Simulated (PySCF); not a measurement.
**Working out the ionisation energy of Ti**

Ti [Ar] 3d2 4s2 (3F) → Ti⁺ [Ar] 3d2 4s1 (4F). All numbers are calculated (PySCF 2.14, scalar relativity by spin-free X2C-1e, in jorge-DZP-DKH (8s6p2d1f, 43 functions)). Frozen: [Ar]. Energies in hartree (1 hartree = 27.21139 eV):

```
             part   Ti (lower)  Ti⁺ (upper)
              UHF  -852.716542  -852.513546
MP2 opposite-spin    -0.024709     0.000000
    MP2 same-spin    -0.006834    -0.006980
```

What does Hartree-Fock give?

(-852.513546) − (-852.716542) = 0.202996 hartree = 5.524 eV.

What do MP2 and SCS-MP2 (6/5 opposite-spin, 1/3 same-spin) give?

The opposite-spin parts differ by 0.672 eV and the same-spin parts by -0.004 eV. MP2: 5.524 + (0.672) + (-0.004) = 6.192 eV. SCS-MP2: 5.524 + 1.2 × (0.672) + (-0.004)/3 = 6.329 eV.

Measured between the centres of the two terms (NIST): 6.828 eV, so MP2 (valence) is off by -0.636 eV.

A double-zeta basis recovers only part of the correlation energy.

What remains against the reference includes basis incompleteness, the frozen core and correlation beyond second order.
